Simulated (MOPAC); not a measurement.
A run for MOPAC: AM1 on BF2HO (SMILES OB(F)F), a point of a bond scan (R = 1.599 Å).

```
AM1 1SCF PRECISE CHARGE=0 THREADS=1
BF2HO

B     -0.01132654 1    -0.00676178 1     0.01792770 1
F      1.54589151 1    -0.25564610 1    -0.24561058 1
F     -0.53872025 1    -0.47351002 1     1.13641053 1
O     -0.79276045 1     0.65749755 1    -0.85724911 1
H     -0.32999807 1     0.96290708 1    -1.64415257 1
```

It printed:

```
*******************************************************************************
 **                                                                           **
 **                              MOPAC v23.2.5                                **
 **                                                                           **
 *******************************************************************************
 ** MOPAC's Digital Object Identifier: https://doi.org/10.5281/zenodo.6511958 **
 **                                                                           **
 ** Please cite the open-source release paper for use of this MOPAC version:  **
 ** J. E. Moussa and J. J. P. Stewart (2026)                                  **
 ** MOPAC: An open-source semiempirical molecular orbital program             **
 ** J. Open Source Softw., 11(119), 8025, https://doi.org/10.21105/joss.08025 **
 *******************************************************************************

                              AM1 CALCULATION RESULTS

 *******************************************************************************
 *  AM1        - The AM1 Hamiltonian to be used
 *
 *
 *
 *                 CHARGE ON SYSTEM = 0
 *
 *
 *
 *  PRECISE    - TIGHTER CRITERIA TO BE USED
 *  1SCF       - DO 1 SCF AND THEN STOP
 *  THREADS=1  - MULTI-THREADING NOT USED
 *  T=         - A TIME OF 172800.0 SECONDS REQUESTED
 *  DUMP=N     - RESTART FILE WRITTEN EVERY 7200.0 SECONDS REQUESTED
 *******************************************************************************
AM1 1SCF PRECISE CHARGE=0 THREADS=1
 BF2HO

   ATOM   CHEMICAL          X               Y               Z
  NUMBER   SYMBOL      (ANGSTROMS)     (ANGSTROMS)     (ANGSTROMS)

     1       B         -0.01132654  *  -0.00676178  *   0.01792770  *
     2       F          1.54589151  *  -0.25564610  *  -0.24561058  *
     3       F         -0.53872025  *  -0.47351002  *   1.13641053  *
     4       O         -0.79276045  *   0.65749755  *  -0.85724911  *
     5       H         -0.32999807  *   0.96290708  *  -1.64415257  *



          CARTESIAN COORDINATES

    NO.       ATOM           X           Y           Z

     1         B         -0.0113     -0.0068      0.0179
     2         F          1.5459     -0.2556     -0.2456
     3         F         -0.5387     -0.4735      1.1364
     4         O         -0.7928      0.6575     -0.8572
     5         H         -0.3300      0.9629     -1.6442

  H: (AM1): M.J.S. DEWAR ET AL, J. AM. CHEM. SOC. 107 3902-3909 (1985)
  B: (AM1): M.J.S. DEWAR ET AL, ORGANOMETALLICS, 7, 513-521 (1988)
  O: (AM1): M.J.S. DEWAR ET AL, J. AM. CHEM. SOC. 107 3902-3909 (1985)
  F: (AM1): M.J.S. DEWAR AND E. G. ZOEBISCH, THEOCHEM, 180, 1 (1988).

           Empirical Formula: H O B F2  =     5 atoms



      MOLECULAR POINT GROUP   :   Cs


      RHF CALCULATION, NO. OF DOUBLY OCCUPIED LEVELS = 12


 -------------------------------------------------------------------------------
 AM1 1SCF PRECISE CHARGE=0 THREADS=1
 BF2HO



     1SCF WAS SPECIFIED, SO BFGS WAS NOT USED
     SCF FIELD WAS ACHIEVED


                              AM1 CALCULATION
                                                       MOPAC v23.2.5 Linux




          FINAL HEAT OF FORMATION =       -216.39831 KCAL/MOL =    -905.41055 KJ/MOL


          COSMO AREA              =         83.91 SQUARE ANGSTROMS
          COSMO VOLUME            =         65.06 CUBIC ANGSTROMS

          IONIZATION POTENTIAL    =         13.722177 EV
          HOMO LUMO ENERGIES (EV) =        -13.722  0.866
          NO. OF FILLED LEVELS    =         12
          MOLECULAR WEIGHT        =         65.8141         POINT GROUP:  Cs

          MOLECULAR DIMENSIONS (Angstroms)

            Atom       Atom       Distance
            H     5    F     3     3.13662
            O     4    F     2     2.45552
            F     3    F     2     0.00000


          SCF CALCULATIONS        =          1





   ATOM   CHEMICAL          X               Y               Z
  NUMBER   SYMBOL      (ANGSTROMS)     (ANGSTROMS)     (ANGSTROMS)

     1       B         -0.01132654  *  -0.00676178  *   0.01792770  *
     2       F          1.54589151  *  -0.25564610  *  -0.24561058  *
     3       F         -0.53872025  *  -0.47351002  *   1.13641053  *
     4       O         -0.79276045  *   0.65749755  *  -0.85724911  *
     5       H         -0.32999807  *   0.96290708  *  -1.64415257  *

                             CARTESIAN COORDINATES

   1    B       -0.011326540    -0.006761780     0.017927700
   2    F        1.545891510    -0.255646100    -0.245610580
   3    F       -0.538720250    -0.473510020     1.136410530
   4    O       -0.792760450     0.657497550    -0.857249110
   5    H       -0.329998070     0.962907080    -1.644152570


           Empirical Formula: H O B F2  =     5 atoms



      MOLECULAR POINT GROUP   :   Cs


                  EIGENVALUES
 -50.48423 -45.68430 -38.62322 -22.64316 -19.20850 -17.34301 -16.88824 -15.95105
 -14.27522 -13.95639 -13.74882 -13.72218   0.86567   1.90387   3.31526   6.36544
   6.52288


              NET ATOMIC CHARGES AND DIPOLE CONTRIBUTIONS

  ATOM NO.   TYPE          CHARGE      No. of ELECS.   s-Pop       p-Pop
    1          B           0.401532        2.5985     1.06510     1.53337
    2          F          -0.263916        7.2639     1.95562     5.30829
    3          F          -0.107530        7.1075     1.88440     5.22313
    4          O          -0.295350        6.2954     1.83472     4.46063
    5          H           0.265264        0.7347     0.73474
 DIPOLE           X         Y         Z       TOTAL
 POINT-CHG.    -0.999     0.850    -1.120     1.725
 HYBRID         0.508     0.032    -0.297     0.589
 SUM           -0.491     0.881    -1.416     1.739


          ATOMIC ORBITAL ELECTRON POPULATIONS

     Atom    s        px        py        pz
    1  B   1.06510   0.56012   0.42149   0.55175
    2  F   1.95562   1.40138   1.94715   1.95977
    3  F   1.88440   1.85118   1.81897   1.55298
    4  O   1.83472   1.43996   1.67356   1.34710
    5  H   0.73474

 **********************
 *                    *
 * JOB ENDED NORMALLY *
 *                    *
 **********************




 == MOPAC DONE ==
```

The run finished.

Cost: roughly 0.03 core-seconds.
